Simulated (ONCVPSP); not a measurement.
## What one change does to a pseudopotential (tellurium (Te), ONCV)

Te, optimised norm-conserving Vanderbilt (ONCV), made with ONCVPSP 4.0.1 (PBEsol, scalar-relativistic). Core [Kr] 4d10, reference 5s2 5p3 (charge +1). Waves: 5s: rc 1.65 bohr, ncon 5, nbas 10, qcut 4.3 1/bohr, 2 projectors, debl 0.8 Ha; 5p: rc 2.10 bohr, ncon 4, nbas 9, qcut 4.6 1/bohr, 3 projectors, debl 2.8 Ha. Local part: polynomial inside 1.50 bohr (lpopt 5, dvloc0 2 Ha). Core correction: Teter function, fcfact 3, rcfact 1.6.

In the s channel the program set the typed energies aside and used -0.864, 0.250 Ha.

All-electron outer shells of the reference configuration (PBEsol, scalar-relativistic, ld1.x):

| shell | level (eV) | outermost node (bohr) | outermost maximum (bohr) |
| --- | --- | --- | --- |
| 4p | -123.30 | 0.38 | 0.74 |
| 4d | -50.63 | 0.36 | 0.81 |
| 5s | -23.51 | 0.91 | 1.77 |
| 5p | -13.72 | 1.00 | 2.11 |

Change: local potential polynomial inside 1.35 bohr (lpopt 5, dvloc0 2 Ha).

Cutoffs: the cutoffs (Ha) at which the residual kinetic energy of the hardest occupied pseudo-wave falls to 1 and 0.1 mHa per electron; they do not see the model core or the augmentation charge, which bear on the density cutoff. Errors are all-electron minus pseudo energies relative to the spin-unpolarised reference configuration.

Q: What does the change do?

A: The potential gets neither clearly harder nor softer (51 Ha and 106 Ha → 51 Ha and 106 Ha); both files keep a bound ghost (s); the errors of the 4 common tests hardly move; the range in which the s phases agree widens (upper end 2.1 → at the end of the scan).

| quantity | base | changed |
| --- | --- | --- |
| cutoff, loose | 51 Ha | 51 Ha |
| cutoff, tight | 106 Ha | 106 Ha |
| bound ghosts | s | s |
| GHOST(+) flags under 300 eV | s at 64.8 eV, p at 212.1 eV | p at 186.0 eV |
| error for 5s2 5p4, meV [ΔE -9.75 eV] | -17 | -17 |
| error for 5s2 5p2, meV [ΔE 17.97 eV] | -49 | -49 |
| error for 5s2 5p1, meV [ΔE 44.93 eV] | -253 | -254 |
| error for 5s0 5p6, meV [ΔE 9.01 eV] | -56 | -56 |
| s: phases at 1.67 bohr within 0.05 rad from the reference energy up to (Ha; the scan ends near 5) | 2.1 | to the end of the scan |
| p: phases at 2.14 bohr within 0.05 rad from the reference energy up to (Ha; the scan ends near 5) | to the end of the scan | to the end of the scan |
| rms error of d²Exc/dni dnj with the model core, mHa | 2.32 | 2.32 |

 A true bound ghost makes a file unfit for plane-wave use even where its test errors are small: the radial tests pick states by their node count and pass the ghost by.
